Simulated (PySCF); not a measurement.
C6H8, singlet, geometry from GFN2-xTB; DF-HF/def2-SVP (PySCF).

The PySCF input:
```python
from pyscf import gto, scf

mol = gto.Mole()
mol.atom = '''
    C     2.742480    0.234378   -0.131277
    C     1.631136   -0.220457   -0.090924
    C     0.343198   -0.791294   -0.045720
    C    -0.790940   -0.090829    0.037031
    C    -2.127864   -0.761076    0.081182
    C    -0.815601    1.404413    0.091659
    H     3.710302    0.637046   -0.166184
    H     0.320880   -1.873839   -0.083225
    H    -2.033452   -1.843349    0.037743
    H    -2.742580   -0.430333   -0.756383
    H    -2.653240   -0.492961    0.998174
    H     0.191508    1.811132    0.054896
    H    -1.299238    1.739411    1.009481
    H    -1.388635    1.802080   -0.746206
'''
mol.basis = 'def2-svp'
mol.charge = 0
mol.spin = 0
mol.verbose = 4
mol.max_memory = 1800
mol.build()

mf = scf.RHF(mol)
mf = mf.density_fit(auxbasis='def2-universal-jkfit')
mf.kernel()
```

It wrote (shortened):

```
PySCF version 2.14.0

[INPUT] verbose = 4
[INPUT] num. atoms = 14
[INPUT] num. electrons = 44
[INPUT] charge = 0
[INPUT] spin (= nelec alpha-beta = 2S) = 0
[INPUT] symmetry False subgroup None
[INPUT] Mole.unit = angstrom
[INPUT] Symbol           X                Y                Z      unit          X                Y                Z       unit  Magmom
[INPUT]  1 C      2.742480000000   0.234378000000  -0.131277000000 AA    5.182536102097   0.442910229623  -0.248077576455 Bohr   0.0
[INPUT]  2 C      1.631136000000  -0.220457000000  -0.090924000000 AA    3.082400311919  -0.416603352243  -0.171821458150 Bohr   0.0
[INPUT]  3 C      0.343198000000  -0.791294000000  -0.045720000000 AA    0.648550226498  -1.495328944012  -0.086398278415 Bohr   0.0
[INPUT]  4 C     -0.790940000000  -0.090829000000   0.037031000000 AA   -1.494659980963  -0.171641934168   0.069978448119 Bohr   0.0
[INPUT]  5 C     -2.127864000000  -0.761076000000   0.081182000000 AA   -4.021080190322  -1.438225199979   0.153411746244 Bohr   0.0
[INPUT]  6 C     -0.815601000000   1.404413000000   0.091659000000 AA   -1.541262516921   2.653955935779   0.173210406852 Bohr   0.0
[INPUT]  7 H      3.710302000000   0.637046000000  -0.166184000000 AA    7.011454619426   1.203842468750  -0.314042246285 Bohr   0.0
[INPUT]  8 H      0.320880000000  -1.873839000000  -0.083225000000 AA    0.606375318850  -3.541042511529  -0.157272456717 Bohr   0.0
[INPUT]  9 H     -2.033452000000  -1.843349000000   0.037743000000 AA   -3.842667367449  -3.483424761991   0.071323933119 Bohr   0.0
[INPUT] 10 H     -2.742580000000  -0.430333000000  -0.756383000000 AA   -5.182725074710  -0.813211512362  -1.429356715277 Bohr   0.0
[INPUT] 11 H     -2.653240000000  -0.492961000000   0.998174000000 AA   -5.013896942741  -0.931561280092   1.886275484662 Bohr   0.0
[INPUT] 12 H      0.191508000000   1.811132000000   0.054896000000 AA    0.361897670663   3.422543455436   0.103738405334 Bohr   0.0
[INPUT] 13 H     -1.299238000000   1.739411000000   1.009481000000 AA   -2.455203990628   3.287010408056   1.907642617952 Bohr   0.0
[INPUT] 14 H     -1.388635000000   1.802080000000  -0.746206000000 AA   -2.624139836985   3.405437654556  -1.410124972507 Bohr   0.0

nuclear repulsion = 202.639662629309
number of shells = 60
number of NR pGTOs = 200
number of NR cGTOs = 124
basis = def2-svp
ecp = {}

******** <class 'pyscf.df.df_jk.DFRHF'> ********
method = DFRHF
initial guess = minao
damping factor = 0
level_shift factor = 0
DIIS = <class 'pyscf.scf.diis.CDIIS'>
diis_start_cycle = 1
diis_space = 8
diis_damp = 0
SCF conv_tol = 1e-09
SCF conv_tol_grad = None
SCF max_cycles = 50
direct_scf = False
Set gradient conv threshold to 3.16228e-05
Initial guess from minao.
******** <class 'pyscf.df.df.DF'> ********
auxbasis = def2-universal-jkfit
init E= -232.853222124595
  HOMO = -0.217433025917763  LUMO = 0.0237276886850415  gap/eV = 6.56232
cycle= 1 E= -231.547616086186  delta_E= 1.31  |g|= 0.426  |ddm|= 3.71
  HOMO = -0.331326770628233  LUMO = 0.097139473970925  gap/eV = 11.65916
cycle= 2 E= -231.61265547153  delta_E= -0.065  |g|= 0.134  |ddm|= 0.711
  HOMO = -0.313497059213709  LUMO = 0.13276309981222  gap/eV = 12.14336
cycle= 3 E= -231.618049496068  delta_E= -0.00539  |g|= 0.0684  |ddm|= 0.284
  HOMO = -0.32198525169917  LUMO = 0.125570614411709  gap/eV = 12.17862
cycle= 4 E= -231.61944023665  delta_E= -0.00139  |g|= 0.0107  |ddm|= 0.103
  HOMO = -0.322621500867807  LUMO = 0.125936985646502  gap/eV = 12.20590
cycle= 5 E= -231.619475702663  delta_E= -3.55e-05  |g|= 0.00381  |ddm|= 0.0166
  HOMO = -0.322804890729287  LUMO = 0.126149453200974  gap/eV = 12.21667
cycle= 6 E= -231.619480933814  delta_E= -5.23e-06  |g|= 0.00122  |ddm|= 0.00688
  HOMO = -0.322763807572415  LUMO = 0.126315957978831  gap/eV = 12.22008
cycle= 7 E= -231.619481551662  delta_E= -6.18e-07  |g|= 0.000373  |ddm|= 0.00187
  HOMO = -0.32280383570507  LUMO = 0.126347359863104  gap/eV = 12.22203
cycle= 8 E= -231.61948164039  delta_E= -8.87e-08  |g|= 0.000115  |ddm|= 0.000899
  HOMO = -0.32281632936291  LUMO = 0.126349848946012  gap/eV = 12.22243
cycle= 9 E= -231.619481655841  delta_E= -1.55e-08  |g|= 6.07e-05  |ddm|= 0.000274
  HOMO = -0.322818358331711  LUMO = 0.126350878052843  gap/eV = 12.22252
cycle= 10 E= -231.619481661722  delta_E= -5.88e-09  |g|= 3.06e-05  |ddm|= 0.000171
  HOMO = -0.322820351444857  LUMO = 0.126349104836119  gap/eV = 12.22252
cycle= 11 E= -231.619481663578  delta_E= -1.86e-09  |g|= 7.34e-06  |ddm|= 0.000137
  HOMO = -0.322820607358393  LUMO = 0.126348251249125  gap/eV = 12.22251
cycle= 12 E= -231.61948166365  delta_E= -7.29e-11  |g|= 1.81e-06  |ddm|= 3.12e-05
  HOMO = -0.322820237155415  LUMO = 0.126348422944749  gap/eV = 12.22250
Extra cycle  E= -231.619481663651  delta_E= -2.84e-13  |g|= 7.7e-07  |ddm|= 4.16e-06
converged SCF energy = -231.619481663651
```
